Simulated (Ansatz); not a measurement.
Ansatz (a quantum-chemistry and plane-wave program) input (BHLYP/def2-TZVPD):

Ansatz 0.2 input:
```yaml
crystal:
  periodic: [false, false, false]
  atoms:
    - {symbol: Cl, position_ang: [-1.84341049, 0.92876352, -0.03675160]}
    - {symbol: Sn, position_ang: [-0.01835482, -0.53086366, 0.03414340]}
    - {symbol: Cl, position_ang: [1.90307311, 0.79681676, -0.07423203]}
    - {symbol: H, position_ang: [-0.06613417, -1.48902550, -1.36867364]}
    - {symbol: H, position_ang: [-0.03038932, -1.30265608, 1.54822539]}
basis:
  gaussian:
    orbitals: def2-TZVPD
hamiltonian:
  xc: {name: BHLYP}
total_charge: 1
magnetization: {spin_polarized: true, initial_magnetization: 1}
```

End of the output:

```
integrals: 0.10 GiB planned
1300 factors; their error is unknown
0.26 GiB of the device are held for the grids
1.01 GiB of device memory are held for the factors and their scratch space
mean field: 0.85 GiB planned
mean field evaluation 1: about -30894.5165 eV, gradient 2.6e1 eV
mean field evaluation 2: about -30892.1291 eV, gradient 3.6e1 eV
mean field evaluation 4: about -30898.7995 eV, gradient 1.6e0 eV
mean field evaluation 8: about -30898.8357 eV, gradient 9.4e-2 eV
mean field evaluation 16: about -30899.0986 eV, gradient 1.3e-3 eV
mean field evaluation 32: about -30898.7830 eV, gradient 5.6e0 eV
mean field -30899.09859756 eV, -1135.5209292990 hartree, gradient 4.3e-6 eV, S^2 0.765073; 3 other end points of the search recorded, 0 dependent functions left out
reference -30899.09879024 eV, -1135.5209363798 hartree; 29, 28 occupied and 137, 138 virtual orbitals, 1300 factors
Total energy: -30899.09879024 eV, -1135.5209363798 hartree
```

This state (charge 1, doublet) is run at the relaxed geometry of the species with charge 0 and multiplicity 1.
